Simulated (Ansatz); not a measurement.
MgCl₂, SMILES [Cl][Mg][Cl].

Coordinates come from a ωB97X-D3(BJ)/def2-TZVP optimisation. The isomer is the one that the SMILES or the coordinates give; other isomers of the formula were not compared.

Two levels are set side by side: PBE/def2-TZVPD (Ansatz, a quantum-chemistry and plane-wave program) and CAM-B3LYP/def2-TZVPD (Ansatz). Energy differences of separate SCF runs at the same geometry; the states with an electron removed or added have multiplicity 2 and 2. Differences are taken from unrounded values.

```tsv
quantity	CAM-B3LYP	PBE	PBE minus CAM-B3LYP
vertical ionisation energy (eV)	11.52	10.70	-0.82
vertical electron affinity (eV)	0.45	0.54	0.10
vertical singlet–triplet gap (eV)	6.00	5.12	-0.88
```
